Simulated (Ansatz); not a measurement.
A run for Ansatz (a program for electronic structure): R-B97M-V/def2-TZVPP on CH5BFN (SMILES CNBF).

Ansatz 0.2 input:
```yaml
crystal:
  periodic: [false, false, false]
  atoms:
    - {symbol: C, position_ang: [-1.12019555, -0.25904747, 0.16861165]}
    - {symbol: N, position_ang: [0.15040242, 0.44095641, 0.22885196]}
    - {symbol: B, position_ang: [1.33870230, 0.03945341, -0.36877444]}
    - {symbol: F, position_ang: [2.43848705, 0.80071145, -0.22031288]}
    - {symbol: H, position_ang: [-1.89480337, 0.35506063, -0.29767774]}
    - {symbol: H, position_ang: [-1.00130481, -1.16345312, -0.42596615]}
    - {symbol: H, position_ang: [-1.46572279, -0.54948309, 1.16401590]}
    - {symbol: H, position_ang: [0.14116121, 1.29833833, 0.76245660]}
    - {symbol: H, position_ang: [1.41327352, -0.96253654, -1.01120488]}
basis:
  gaussian:
    orbitals: def2-TZVPP
hamiltonian:
  xc: {name: B97M-V}
scf: {lower_state_search: off}
```

The log:

```
WARN ansatz: RAYON_NUM_THREADS=1 ignored (pool sized by the plan → 1); use --threads N
Functional definition: B97M-V
these checks for a lower state are left out or cut short: stability, starts, cluster_reference, orbital_swaps, neighbouring_geometries, increment
integrals: 0.09 GiB planned
955 factors; their error is unknown
mean field: 0.80 GiB planned
mean field evaluation 1: about -5997.8685 eV, gradient 6.3e1 eV
mean field evaluation 2: about -5984.9236 eV, gradient 9.5e1 eV
mean field evaluation 4: about -6005.7991 eV, gradient 6.2e0 eV
mean field evaluation 8: about -6005.8616 eV, gradient 2.7e-1 eV
mean field evaluation 16: about -6005.8438 eV, gradient 2.0e-4 eV
mean field -6005.84379455 eV, -220.7106885427 hartree, gradient 1.5e-6 eV, S^2 0.000000; 0 other end points of the search recorded, 0 dependent functions left out
reference -6005.84385402 eV, -220.7106907279 hartree; 16, 16 occupied and 178, 178 virtual orbitals, 955 factors
Total energy: -6005.84385402 eV, -220.7106907279 hartree
Checks for a lower state left out: stability, starts, cluster_reference, orbital_swaps, neighbouring_geometries, increment
```

The calculation finished and met its thresholds.

Cost: roughly 6 core-seconds.
